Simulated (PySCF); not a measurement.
## Simulated absorption spectrum

Species: C4H4ClOP.
Z-matrix (Å and degrees, GFN2-xTB geometry), rows numbered from 1:
```
C 
C   1  1.4886
O   2  1.3501  1  116.30
C   3  1.3345  2  110.90  1   179.92
Cl  4  1.7107  3  115.67  2  -179.81
C   4  1.3536  3  116.33  2     0.03
P   2  1.7173  1  128.69  3   179.99
H   1  1.0898  2  110.50  3    59.78
H   1  1.0900  2  110.51  3   -59.42
H   1  1.0859  2  109.58  3  -179.79
H   6  1.0725  4  124.29  3  -179.90
```

Theory: TDDFT CAM-B3LYP/def2-SVPD, vertical, gas phase, core orbitals frozen in the response in PySCF.

Computed states:

```json
{"state": "S1", "E (eV)": "5.10", "f": "0.141"}
{"state": "S2", "E (eV)": "5.84", "f": "0.0002"}
{"state": "S3", "E (eV)": "5.88", "f": "0.034"}
{"state": "S4", "E (eV)": "6.07", "f": "0.0076"}
{"state": "S5", "E (eV)": "6.33", "f": "0.018"}
{"state": "S6", "E (eV)": "6.56", "f": "0.0003"}
{"state": "S7", "E (eV)": "6.62", "f": "0.345"}
{"state": "S8", "E (eV)": "7.20", "f": "0.0000"}
```

Broadening: Gaussians 0.4 eV wide at half height, area fixed by f = 4.319×10⁻⁹ ∫ε dν̃. The cross-section is σ = 3.8235×10⁻²¹ ε cm², given in Mb (10⁻¹⁸ cm²). The width is an assumption, not a result. The curve ends short of the highest state used, and states not computed would add to its high-energy end.

Q: What does the envelope look like, and where are its maxima?

A: 
λ (nm), σ (Mb) and a bar:
```
    188.0      89.62 ##############################
    190.0      79.18 ###########################
    192.0      60.61 ####################
    194.0      41.20 ##############
    196.1      25.20 ########
    198.1      15.54 #####
    200.1      10.49 ###
    202.2       8.52 ###
    204.2       8.46 ###
    206.2       9.18 ###
    208.3       9.94 ###
    210.3      10.10 ###
    212.3       9.49 ###
    214.4       8.11 ###
    216.4       6.41 ##
    218.4       4.72 ##
    220.5       3.32 #
    222.5       2.63 #
    224.5       2.76 #
    226.6       3.99 #
    228.6       6.40 ##
    230.6      10.08 ###
    232.7      15.19 #####
    234.7      20.83 #######
    236.7      26.54 #########
    238.7      31.51 ###########
    240.8      35.07 ############
    242.8      36.35 ############
    244.8      35.44 ############
    246.9      32.40 ###########
    248.9      28.10 #########
    250.9      23.12 ########
    253.0      17.85 ######
    255.0      13.28 ####
    257.0       9.44 ###
    259.1       6.30 ##
    261.1       4.11 #
    263.1       2.58 #
    265.2       1.52 
    267.2       0.88 
    269.2       0.50 
    271.3       0.26 
    273.3       0.14 
    275.3       0.07
```

Maxima: 243 nm (5.10 eV), ε about 9500, made up of S1 (100%); 210 nm (5.91 eV), ε about 2600, made up of S3 (85%) and S4 (13%) (ε in L mol⁻¹ cm⁻¹; maxima over ε = 5, shares over 10%). At its high-energy end, 6.60 eV, the curve is still rising (ε about 24000, from S7).

Q: What would ε be at 5.10 eV, the highest of these maxima, with half the width (0.2 eV)?

A: About 19000 L mol⁻¹ cm⁻¹ against 9510, a factor of about 2.00; a lone state at its own centre would give exactly 2.

Q: On this curve, what absorbance would a 10⁻⁴ mol/L sample give at 222 nm over a 1 cm path?

A: 222 nm is 5.585 eV, where ε is about 710 L mol⁻¹ cm⁻¹, so A = ε c l ≈ 0.071 (Beer–Lambert, with the gas-phase spectrum and the assumed width).

Q: Coming from long wavelengths, where does ε first pass 100 L mol⁻¹ cm⁻¹?

A: At about 270 nm (4.59 eV), 0.51 eV below S1.

Rough CPU time on one thread of a shared machine: about 60 s.
